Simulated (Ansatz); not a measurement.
`C[CH2][Ga]([F])[SH]` + H₂S → `[F][Ga]([SH])[SH]` + ethane  (ligand exchange at a Ga–C bond)

Calculated with Ansatz (gas phase, PBE0-D4/def2-TZVP geometries, no zero-point term in ΔE). CBS: MP2 limit from def2 TZ/QZ plus the TZ coupled-cluster correction, frozen cores. This one scheme is used for every species. DFT in def2-TZVPP. For Ga outer-core shells are correlated without core-valence functions, which leaves a few kJ/mol of doubt a bond. Scalar relativity is left out up to krypton. Each species was taken in one conformer, which may not be the lowest.

CCSD(T)/CBS gives -0.95 eV.

Another level gave -1.03 eV. Which?
A. B2PLYP/def2-TZVPP
B. BLYP-D4/def2-TZVPP
C. HF/def2-TZVPP
D. BHLYP/def2-TZVPP

A. B2PLYP -1.03, BLYP-D4 -0.97, BHLYP -1.08, HF/def2-TZVPP -1.16 eV.

What do rigid-rotor, harmonic-oscillator terms from PBE0-D4/def2-TZVP frequencies (298.15 K, 1 bar) make of the CCSD(T)/CBS value? (Estimate.)

The calculation gave: ΔZPE = +0.11 eV, ΔH = -0.86 eV, ΔS = -10 J/(mol·K), ΔG = -0.83 eV. Modes under 50 cm⁻¹ make the entropy rough.

Largest T1 diagnostic among the species: 0.013.

The D4 term adds +0.03 eV with B3LYP and +0.02 eV with PBE0; it sums over pairs of atoms, weighted by their polarisabilities, and B3LYP, whose exchange is more repulsive, gets the larger term. Leaving LDA and LC-ωPBE aside and taking each functional with its dispersion term where it has one, the values, not all of them listed here, spread over 0.11 eV, from B97M-V to BLYP-D4. LDA lies +0.07 eV from PBE without D4. From PBE to PBE0 (25 % exact exchange), in def2-TZVPP and without D4, ΔE moves by −0.03 eV.

B3LYP here is the variant with VWN-RPA as its local correlation; programs differ in this.
